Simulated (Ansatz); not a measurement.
Two isomers of CH8AlNSi2: A = `[AlH2][SiH]1C[SiH2]N1`, B = `C=N[SiH2][AlH][SiH3]`.

Computed with Ansatz on PBE0-D4/def2-TZVP structures; ΔE is electronic, products minus reactants. CBS: MP2 limit from def2 TZ/QZ plus the TZ coupled-cluster correction, frozen cores. DFT in def2-TZVPP. B3LYP here is the variant with VWN-RPA as its local correlation; programs differ in this. Each species was taken in one conformer, which may not be the lowest.

(1) Which isomer does CCSD(T)/CBS put lower? Give the gap. (Estimate.)

(2) Give E(B) − E(A) in kcal/mol with CCSD(T)/def2-TZVPP, ωB97M-V, B2PLYP, B3LYP-D4, MP2/def2-TZVPP, CCSD/def2-TZVPP, r2SCAN-D4. (An estimate is asked.)

Largest T1 diagnostic: 0.014.

Answers

(1) Computed: A, by 45.0 kcal/mol.

(2) Ansatz gave: CCSD(T)/def2-TZVPP 42.6, ωB97M-V 46.5, B2PLYP 41.9, B3LYP-D4 40.2, MP2/def2-TZVPP 48.7, CCSD/def2-TZVPP 42.9, r2SCAN-D4 44.2. None reverses the order clearly.

From PBE to PBE0 (25 % exact exchange), in def2-TZVPP and without D4, E(B) − E(A) moves by +4.6 kcal/mol. In def2-TZVPP, CCSD(T) changes the Hartree–Fock value by +3.5 kcal/mol (the triples alone add −0.3 kcal/mol) and MP2 by +9.6 kcal/mol.
